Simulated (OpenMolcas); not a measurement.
**OpenMolcas run: Fe VI**

Input:

```
&GATEWAY
Coord
1

Fe 0.0 0.0 0.0
Basis=ANO-RCC-VQZP
Group=XYZ
NoMove
AngMom=0.0 0.0 0.0
AMFI
&SEWARD
* reference wave functions (RASSCF and RASSI steps not shown): 3 electrons in 5 orbitals (3d)
>>> COPY JOB001 $Project.JobIph
&CASPT2
Multistate=10 1 2 3 4 5 6 7 8 9 10
Frozen=2 3
IPEA=0.0
Imaginary=0.1
MaxIter=60
WThr=0.0 0.3 0.05
PrWF=0.5
NoMix
>>> COPY JOB002 $Project.JobIph
&CASPT2
Multistate=40 1 2 3 4 5 6 7 8 9 10 11 12 13 14 15 16 17 18 19 20 21 22
23 24 25 26 27 28 29 30 31 32 33 34 35 36 37 38 39 40
Frozen=2 3
IPEA=0.0
Imaginary=0.1
MaxIter=60
WThr=0.0 0.3 0.05
PrWF=0.5
NoMix
```

Launched by
```bash
OMP_NUM_THREADS=1 MOLCAS_MEM=1689 MOLCAS_PROJECT=a pymolcas a.inp > a.log  # once for each step of the input, in one work folder
```

Output, cut to the results:

```
--- CASPT2 ---
Orbital specifications:
      -----------------------

      Symmetry species                           1   2
                                                ag  au
      Frozen orbitals                            2   3
      Inactive orbitals                          1   3
      Active orbitals                            5   0
      Secondary orbitals                        37  44
      Deleted orbitals                           0   0
      Number of basis functions                 45  50
Type of calculation                        MS-CASPT2
      Fock operator                              state-specific
      IPEA shift                                 0.00
      Real shift                                 0.00
      Imaginary shift                            0.10
      The input orbitals will be transformed to quasi-canonical
Reference energy:       -1264.7879343947
      E2 (Non-variational):      -0.3636170963
      Shift correction:          -0.0000482752
      E2 (Variational):          -0.3636653715
      Total energy:           -1265.1515997662
      Residual norm:              0.0000002577
      Reference weight:           0.96404
      Contributions to the CASPT2 correlation energy
      Active & Virtual Only:         -0.0211040680
      One Inactive Excited:          -0.1721618490
      Two Inactive Excited:          -0.1703511793
Reference energy:       -1264.7879343947
      E2 (Non-variational):      -0.3637043643
      Shift correction:          -0.0000483254
      E2 (Variational):          -0.3637526897
      Total energy:           -1265.1516870844
      Residual norm:              0.0000002626
      Reference weight:           0.96402
      Contributions to the CASPT2 correlation energy
      Active & Virtual Only:         -0.0211129429
      One Inactive Excited:          -0.1721996573
      Two Inactive Excited:          -0.1703917641
::    CASPT2 Root  1     Total energy:  -1265.15159977
::    CASPT2 Root  2     Total energy:  -1265.15168708
::    CASPT2 Root  3     Total energy:  -1265.15387685
::    CASPT2 Root  4     Total energy:  -1265.15201824
::    CASPT2 Root  5     Total energy:  -1265.15015042
::    CASPT2 Root  6     Total energy:  -1265.15293579
::    CASPT2 Root  7     Total energy:  -1265.15304693
::    CASPT2 Root  8     Total energy:  -1265.06655924
::    CASPT2 Root  9     Total energy:  -1265.06655924
::    CASPT2 Root 10     Total energy:  -1265.06655924
::    MS-CASPT2 Root  1     Total energy:  -1265.15393946
::    MS-CASPT2 Root  2     Total energy:  -1265.15335150
::    MS-CASPT2 Root  3     Total energy:  -1265.15287745
::    MS-CASPT2 Root  4     Total energy:  -1265.15218400
::    MS-CASPT2 Root  5     Total energy:  -1265.15178978
::    MS-CASPT2 Root  6     Total energy:  -1265.15126892
::    MS-CASPT2 Root  7     Total energy:  -1265.14992434
::    MS-CASPT2 Root  8     Total energy:  -1265.06655701
::    MS-CASPT2 Root  9     Total energy:  -1265.06655387
::    MS-CASPT2 Root 10     Total energy:  -1265.06654647
--- CASPT2 ---
Orbital specifications:
      -----------------------

      Symmetry species                           1   2
                                                ag  au
      Frozen orbitals                            2   3
      Inactive orbitals                          1   3
      Active orbitals                            5   0
      Secondary orbitals                        37  44
      Deleted orbitals                           0   0
      Number of basis functions                 45  50
Type of calculation                        MS-CASPT2
      Fock operator                              state-specific
      IPEA shift                                 0.00
      Real shift                                 0.00
      Imaginary shift                            0.10
      The input orbitals will be transformed to quasi-canonical
Reference energy:       -1264.6827958188
      E2 (Non-variational):      -0.3793929845
      Shift correction:          -0.0000551707
      E2 (Variational):          -0.3794481553
      Total energy:           -1265.0622439741
      Residual norm:              0.0000001760
      Reference weight:           0.96125
      Contributions to the CASPT2 correlation energy
      Active & Virtual Only:         -0.0282167707
      One Inactive Excited:          -0.1777335887
      Two Inactive Excited:          -0.1734426251
Reference energy:       -1264.6827958188
      E2 (Non-variational):      -0.3793413725
      Shift correction:          -0.0000551409
      E2 (Variational):          -0.3793965135
      Total energy:           -1265.0621923323
      Residual norm:              0.0000001763
      Reference weight:           0.96127
      Contributions to the CASPT2 correlation energy
      Active & Virtual Only:         -0.0282180094
      One Inactive Excited:          -0.1777082263
      Two Inactive Excited:          -0.1734151368
::    CASPT2 Root  1     Total energy:  -1265.06224397
::    CASPT2 Root  2     Total energy:  -1265.06219233
::    CASPT2 Root  3     Total energy:  -1265.06225412
::    CASPT2 Root  4     Total energy:  -1265.06225242
::    CASPT2 Root  5     Total energy:  -1265.06225337
::    CASPT2 Root  6     Total energy:  -1265.06223130
::    CASPT2 Root  7     Total energy:  -1265.06230195
::    CASPT2 Root  8     Total energy:  -1265.06230730
::    CASPT2 Root  9     Total energy:  -1265.06234033
::    CASPT2 Root 10     Total energy:  -1265.02528762
::    CASPT2 Root 11     Total energy:  -1265.02680915
::    CASPT2 Root 12     Total energy:  -1265.02623716
::    CASPT2 Root 13     Total energy:  -1265.02765453
::    CASPT2 Root 14     Total energy:  -1265.02697188
::    CASPT2 Root 15     Total energy:  -1265.02495241
::    CASPT2 Root 16     Total energy:  -1265.02570207
::    CASPT2 Root 17     Total energy:  -1265.03111146
::    CASPT2 Root 18     Total energy:  -1265.02555552
::    CASPT2 Root 19     Total energy:  -1265.02505260
...
```

Levels above the lowest, from the spin-orbit matrix with the multistate effective Hamiltonian, averaged by term, added to it:

```
Configuration   Term     J  E (cm⁻¹)  Measured (cm⁻¹)      g  Term weight %    Second
          3d³     ⁴F   3/2       0.0              0.0  0.399            100          
          3d³     ⁴F   5/2       520              511  1.029            100          
          3d³     ⁴F   7/2      1220             1188  1.238            100          
          3d³     ⁴F   9/2      2070             2001  1.334            100          
          3d³     ⁴P   1/2     19460            18738  2.651             99          
          3d³     ⁴P   3/2     19640            18942  1.724             97      2 ²P
          3d³     ⁴P   5/2     20290            19611  1.600            100          
          3d³     ²G   7/2     20530            20616  0.889            100          
          3d³     ²G   9/2     21250            21315  1.109             98          
          3d³     ²P   3/2     26620            26215  1.132             58  39 ²D(1)
          3d³     ²P   1/2     26870            26496  0.686             99          
          3d³  ²D(1)   5/2     28890            28484  1.201            100          
          3d³  ²D(1)   3/2     28990            28628  1.012             60     39 ²P
          3d³     ²H   9/2     29060            28724  0.912             99          
          3d³     ²H  11/2     29580            29203  1.091            100          
          3d³     ²F   7/2     46990            46217  1.143            100          
          3d³     ²F   5/2     47290            46604  0.857            100          
          3d³  ²D(2)   5/2     74090            71708  1.200            100          
          3d³  ²D(2)   3/2     74430            72049  0.800            100
```

Against the 18 measured excited levels shown (Corliss and Sugar, J. Phys. Chem. Ref. Data 11, 135 (1982)) the mean absolute deviation is 600 cm-1; the largest miss in energy is 3d³ ²D_5/2(2): computed 74090, measured 71708 cm⁻¹ (+3.3 %).

CASPT2 breaks the degeneracy within a term, and the mean is taken; among the terms shown or strongly mixed into the levels shown the widest spread is 880 cm-1 (3d³ ⁴F). Computed and measured levels are paired by configuration, term and J; levels that our copy of the source lacks, or whose pairing is in doubt (as where it misses far off the trend of its configuration), stay unpaired and out of the deviations. Levels of configurations outside the active space are missing.

The CASPT2 steps took 22 s on 1 thread of Arm Neoverse V1, with other jobs on the host; the integral step is not counted.

The term weight is that of the spin-free term in the level, not the purity of its configuration. A number in round brackets counts repeated terms of one configuration in the order of the reference energies.
